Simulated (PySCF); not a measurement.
# Magnetic susceptibility: SMILES CO[Si@@]1(N)CC[SiH2]N1, C3H12N2OSi2

Geometry (Å), atoms numbered from 1 in this order:
```xyz
20

C     2.8730   -0.1526   -1.0617
O     1.9681   -0.2068   -0.0021
Si    0.4273    0.3157   -0.0351
N     0.3973    1.8858   -0.7699
C    -0.9269   -0.7500   -0.8274
C    -2.1745   -0.6250    0.0533
Si   -1.6354   -0.5442    1.8740
N    -0.0918    0.1742    1.6133
H     2.6487   -0.9275   -1.7982
H     2.8363    0.8185   -1.5580
H     3.8726   -0.3198   -0.6583
H     1.1114    2.5442   -0.4988
H    -0.4871    2.3614   -0.8446
H    -0.6052   -1.7924   -0.8392
H    -1.1606   -0.4823   -1.8582
H    -2.6941    0.3005   -0.2019
H    -2.8759   -1.4354   -0.1481
H    -1.5464   -1.8687    2.5029
H    -2.4760    0.3492    2.6808
H     0.5340    0.3660    2.3741
```

Method: GIAO CAM-B3LYP/pcSseg-1 magnetisability, rotational g tensor and spin-rotation constants, non-relativistic, gas phase (PySCF 2.14.0). Geometry: GFN2-xTB.

(1) How diamagnetic is it, and how anisotropic?

(2) Split it along the inertial axes a, b, c into diamagnetic and paramagnetic parts about the centre of mass, with the quadrupole moment.

(3) And the rotational g tensor?

Results:

(1) Isotropic -1555 × 10⁻³⁰ J/T², or -93.6 × 10⁻⁶ cm³/mol; principal values -1697, -1533, -1434 × 10⁻³⁰ J/T², anisotropy 230 × 10⁻³⁰ J/T² (root of half the summed squared differences of the principal values). The susceptibility is in cgs units.

(2) 
```tsv
axis	χ (10⁻⁶ cm³/mol)	diamagnetic (10⁻⁶ cm³/mol)	paramagnetic (10⁻⁶ cm³/mol)	summed x² of all electrons (Å²)	quadrupole Θ (D Å)
a	-101.8	-615.5	513.7	274.9	+0.99
b	-87.1	-1440.0	1352.9	80.6	-2.84
c	-91.9	-1508.3	1416.4	64.5	+1.85
```
Anisotropies 2χaa − χbb − χcc = -24.6 and 2χbb − χaa − χcc = +19.6 × 10⁻⁶ cm³/mol. Θ is traceless in Buckingham's convention.

(3) 
```tsv
axis	rotational constant (GHz)	g	nuclear part	electronic part
a	2.6188	-0.0126	0.6194	-0.6320
b	0.9393	-0.0100	0.5870	-0.5970
c	0.8894	-0.0086	0.5832	-0.5918
```
Asymmetric top; isotopes 12C, 1H, 14N, 16O, 28Si; no vibrational averaging.
